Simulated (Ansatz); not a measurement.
CHF3Te (`FC(F)(F)[TeH]`). Charge 0, multiplicity 1. Te: def2 effective core potential.

Cartesian coordinates in Å:
```
F 1.201 -0.712 -0.557
C 0.078 0.004 -0.548
F -0.920 -0.821 -0.859
F 0.169 0.922 -1.514
Te -0.244 1.029 1.341
H -0.285 -0.423 2.137
```

(1) List the harmonic frequencies (cm⁻¹, unscaled) at PBE0-D4/def2-TZVP in Ansatz. (An estimate is asked.)

(2) Is this a minimum?

(3) Give the ideal-gas thermochemistry at 298.15 K and 1 bar (rigid rotor, harmonic oscillator; point group Cs, symmetry number 1).

(4) Rotational constants (cm⁻¹)?

## Answers

(1) The calculation gave: 127, 227, 252, 277, 523, 529, 654, 746, 1115, 1181, 1182, 2168.

(2) Yes, all 12 modes are real.

(3) Zero-point energy 53.7 kJ/mol; H(298) − E = 71.1 kJ/mol; entropy 333.0 J/(mol·K), of which translation 174.8, rotation 115.8, vibration 42.4; G(298) − E = -28.2 kJ/mol.

(4) 0.1857, 0.04916, 0.04868.
